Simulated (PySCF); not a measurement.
Species: CH₅BFOP.
Numbering: `[CH3:1][O:2][B:3]([F:4])[PH2:5]` (hydrogens: H6, H7, H8 on C1; H9, H10 on P5)

Theory: EOM-IP-CCSD/aug-cc-pVDZ in PySCF, restricted Hartree–Fock reference, frozen core, non-relativistic, gas phase, PBE0-D3(BJ)/def2-SVP geometry.

The vertical ionisation energies are 9.80, 11.70, 12.17, 12.47, 13.38, 15.12, 15.68, 16.54 eV.

**Question.** Which Hartree–Fock orbital leads each hole, and what is its Koopmans value −ε?

**Answer.** 
```csv
leading hole (HF orbital),Koopmans (eV),EOM-IP-CCSD (eV),change (eV),one-hole share
HOMO,10.15,9.80,-0.35,0.96
HOMO-1,12.81,11.70,-1.11,0.95
HOMO-2,13.39,12.17,-1.22,0.95
HOMO-3,13.93,12.47,-1.46,0.95
HOMO-4,14.12,13.38,-0.74,0.95
HOMO-5,16.95,15.12,-1.83,0.95
HOMO-6,17.38,15.68,-1.70,0.95
HOMO-7,18.52,16.54,-1.98,0.94
```

**Question.** Does the order of the lines follow the orbital energies?

**Answer.** Yes, no two lines change places. The corrections run from -1.98 to -0.35 eV, with a mean of -1.30 eV over the 8 lines; no line lies above its Koopmans value. Koopmans values leave out both the relaxation of the orbitals and the change in correlation energy.

**Question.** At what kinetic energies would He II light (40.81 eV) eject these electrons?

**Answer.** 31.01 eV (HOMO), 29.11 eV (HOMO-1), 28.64 eV (HOMO-2), 28.34 eV (HOMO-3), 27.43 eV (HOMO-4), 25.69 eV (HOMO-5), 25.13 eV (HOMO-6), 24.27 eV (HOMO-7).

One root was sought for each valence orbital with −ε under 21 eV, eight at most, so deeper holes and satellites are missing; no vibrational structure.

Conformer computed: `[CH3:1][O:2][B:3]([F:4])[PH2:5]`: C1–O2–B3–F4 -1°, H–P5–B3–O2 -40°, H–P5–B3–O2 -136°.

One conformer stands for the species.
